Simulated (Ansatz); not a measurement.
SF-, closed-shell singlet (lowest of 2S+1 = 1, 3, 5 at CCSD(T)/def2-TZVPP on PBE0 minima; our sources give no spin for the ground state, which may be another), most abundant isotopes (18.9984 and 31.9721 u). Constants from fifth-degree fits in 1/R to seven points on the lowest solution found; no spin–orbit coupling, no relativity up to Kr; ω_e x_e and α_e move by some per cent with the fit.

Cores are frozen in the correlated methods. CBS(a, b) extrapolates the correlation energy as X⁻³ and adds the Hartree–Fock energy of set b.

Run with Ansatz (a first-principles code) with Gaussian orbitals. Values without a source in brackets are computed.

| level | r_e (Å) | ω_e (cm⁻¹) | ω_e x_e (cm⁻¹) | α_e (cm⁻¹) |
|---|---|---|---|---|
| PBE/def2-TZVPP | 1.7569 | 604.5 | 3.68 | 0.00426 |
| CCSD(T)/CBS(aug-cc-pV(Q+d)Z, aug-cc-pV(5+d)Z) | 1.7177 | 647.9 | 3.91 | 0.00431 |

Task: Derive the rotational constants, the centrifugal constant, the fundamental, the zero-point energy and the force constant.

Result: 
μ = 11.91706 u.
- PBE/def2-TZVPP: B_e = 16.8576/(μ r_e²) = 0.45829 cm⁻¹; B₀ = B_e − α_e/2 = 0.45616 cm⁻¹; D = 4B_e³/ω_e² = 1.05e-06 cm⁻¹; fundamental ω_e − 2ω_e x_e = 597 cm⁻¹; zero-point energy ω_e/2 − ω_e x_e/4 = 301 cm⁻¹; k = μ(2πcω_e)² = 257 N/m; the line J = 1 ← 0 at 2B₀ = 27.35 GHz
- CCSD(T)/CBS(aug-cc-pV(Q+d)Z, aug-cc-pV(5+d)Z): B_e = 16.8576/(μ r_e²) = 0.47947 cm⁻¹; B₀ = B_e − α_e/2 = 0.47731 cm⁻¹; D = 4B_e³/ω_e² = 1.05e-06 cm⁻¹; fundamental ω_e − 2ω_e x_e = 640 cm⁻¹; zero-point energy ω_e/2 − ω_e x_e/4 = 323 cm⁻¹; k = μ(2πcω_e)² = 295 N/m; the line J = 1 ← 0 at 2B₀ = 28.62 GHz
